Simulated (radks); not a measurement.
Task: These are the eigenvalues of the occupied orbitals of an atom or ion with whole-number occupations (eV). All-electron calculation, scalar-relativistic Kohn-Sham, PBE, spin-polarised, spherical densities, finite nucleus; Fermi nuclear charge, rms radius of each element as measured or else 0.836 A^(1/3) + 0.57 fm. Program: a radial shooting solver on a logarithmic mesh with Libxc functionals.

1s up: -76228.81
1s down: -76228.62
2s up: -13441.37
2s down: -13441.04
2p up: -11697.41
2p down: -11697.12
3s up: -3240.427
3s down: -3240.235
3p up: -2730.199
3p down: -2729.995
3d up: -2167.845
3d down: -2167.575
4s up: -790.1010
4s down: -789.6863
4p up: -622.6325
4p down: -622.2033
4d up: -416.6877
4d down: -416.1499
5s up: -219.1430
4f up: -187.4027
4f down: -186.5873
5p up: -172.9063
5p down: -169.6627
5d up: -116.3585

Which element is it, and in what charge state? The configuration may be excited. Open shells, if any, are filled with parallel spins first.

Result: Z = 77, iridium, charge +8: Ir8+ in [Kr] 4d10 4f14 5s1 5p6 5d2. The list shows which subshells hold electrons but not how many an open one holds; the 1s level, -2801.4 hartree, gives Z - s = 74.9 by -(Z - s)^2/2, which with screening and relativity narrows Z to a few neighbours, and the depths of the outer levels then fix element, charge and occupations together.
